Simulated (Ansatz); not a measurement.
Breaking the Pb1–F3 bond in FHPb (SMILES [F][PbH]) (multiplicity 1 held, fragments rigid). Energies count from the point at 2.069 Å.
Geometry at that point (charge 0, multiplicity 1):
```xyz
3

Pb    -0.064    -0.120     0.150
H     -1.040    -1.073    -1.127
F      0.698     1.210    -1.240
```

Restricted levels (R-, RO-) in cc, def2 and unpolarised 6-31G sets keep to the state of the molecule at rest. U- levels take the lowest unrestricted solution at each point, which mixes spins at long bonds. Active spaces are followed from a long bond inwards. Curves can end on different states.

Frozen-core correlation. Filled d and f shells under p-block atoms count as core.

Run with Ansatz (Gaussian orbitals). Each number belongs to the level named beside it. In def2 rows elements past Kr take small-core potentials, without spin–orbit coupling.

Energies in kcal/mol.

```tsv
R (Å)	U-MP2/def2-SVP	U-SCS-MP2/def2-SVP	R-CCSD(T)/def2-SVP	SC-NEVPT2 on CASSCF(6,4)/def2-SVP	FIC-NEVPT4(SD) on CASSCF(6,4)/def2-SVP	FIC-MRCISD+Q on CASSCF(6,4)/def2-SVP
1.655	78.4	78.5	79.0	82.2	79.0	78.6
1.862	13.3	13.4	13.7	16.3	13.7	13.4
2.069	0.0	0.0	0.0	0.0	0.0	0.0
2.276	7.5	7.3	6.9	6.9	7.0	6.9
2.483	22.2	21.8	20.9	21.1	21.0	20.9
2.793	46.2	45.5	43.5	45.2	43.9	43.6
3.103	89.1	86.9	62.6	68.3	64.4	64.2
3.621	99.1	96.0	79.1	92.5	85.5	85.4
4.138	101.6	98.2	46.8	99.8	92.1	91.9
4.759	102.1	98.8	-157.4	103.4	94.8	93.8
5.586	102.4	99.0	-600.6	104.1	96.8	94.3
6.621	102.4	99.0	-693.8	104.9	96.5	94.4
```

Doubts at one or more of the structures used: a spin-contaminated determinant (U-MP2/def2-SVP, U-SCS-MP2/def2-SVP); T1 above 0.05 (R-CCSD(T)/def2-SVP); a restricted determinant that unrestricted orbitals would lower (R-CCSD(T)/def2-SVP); other coupled-cluster roots lie near (R-CCSD(T)/def2-SVP); active orbitals that take no part (SC-NEVPT2 on CASSCF(6,4)/def2-SVP, FIC-NEVPT4(SD) on CASSCF(6,4)/def2-SVP, FIC-MRCISD+Q on CASSCF(6,4)/def2-SVP).

Ansatz is a first-principles code.
